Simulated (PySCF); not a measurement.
AsH₄Si, SMILES [AsH2][SiH2], multiplicity 2. Coordinates come from a B3LYP-D3(BJ)/def2-TZVP optimisation. The isomer is the one that the SMILES or the coordinates give; other isomers of the formula were not compared.

Task: Give the equilibrium geometry at B3LYP-D3(BJ)/def2-TZVP (PySCF confirms it by a frequency run) as a Z-matrix, and its point group. (The exact figures need the calculation; the answer reports its results.)

Result: point group Cs.
```
Si
H 1 1.4899
H 1 1.4899 2 107.92
As 1 2.3748 2 108.49 3 -117.36
H 4 1.5240 1 94.34 2 -74.75
H 4 1.5240 5 93.15 1 94.60
```
Charge 0, spin multiplicity 2.
